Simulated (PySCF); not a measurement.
Field gradients at the hydrogen positions

Species: C₆H₄O₃.
Atom-mapped SMILES: `[O:1]=[CH:2][C:3](=[O:4])[c:5]1[cH:6][cH:7][cH:8][o:9]1` (hydrogens: H10 on C2; H11 on C6; H12 on C7; H13 on C8)

Level: B3LYP/pcJ-1 (PySCF, non-relativistic); Q(2H) = 0.00286 b; rigid geometry, the same for H and D, with no vibrational averaging.

Problem. Rank these positions by the coupling χzz of a deuteron there, largest first.
A. H13 (aromatic hydrogen)
B. H12 (aromatic hydrogen)
C. H10 (formyl hydrogen)

Solution. B (227 kHz), A (217 kHz), C (175 kHz).

Problem. Give the electric field gradient Vzz (the principal value of largest size), its asymmetry and the 2H coupling at each hydrogen.

Solution. 
```json
{"atom": "H10", "bonded to": "C2", "bond length (Å)": "1.106", "Vzz (au)": "0.2606", "η": "0.00", "χzz (kHz)": "175"}
{"atom": "H11", "bonded to": "C6", "bond length (Å)": "1.070", "Vzz (au)": "0.3273", "η": "0.03", "χzz (kHz)": "220"}
{"atom": "H12", "bonded to": "C7", "bond length (Å)": "1.070", "Vzz (au)": "0.3371", "η": "0.07", "χzz (kHz)": "227"}
{"atom": "H13", "bonded to": "C8", "bond length (Å)": "1.073", "Vzz (au)": "0.3236", "η": "0.10", "χzz (kHz)": "217"}
```

Problem. Give the 2H NMR doublet splittings at H10 for a magnetic field along the z, y and x axes of the gradient: 3χ/2, 3χ(1 + η)/4, 3χ(1 − η)/4.

Solution. With |χ| = 175.1 kHz and η = 0.005: 263, 132 and 131 kHz, to first order and without motion.

Geometry: GFN2-xTB, one conformer, isolated molecule. GFN2-xTB bond lengths can be off by several hundredths of an ångström, more for odd bonds, and the gradients follow them. With a basis this small, the couplings can be 20 % off.

The values belong to the conformer `[O:1]=[CH:2][C:3](=[O:4])[c:5]1[cH:6][cH:7][cH:8][o:9]1`: O1–C2–C3–O4 180°, C2–C3–C5–C6 0°.
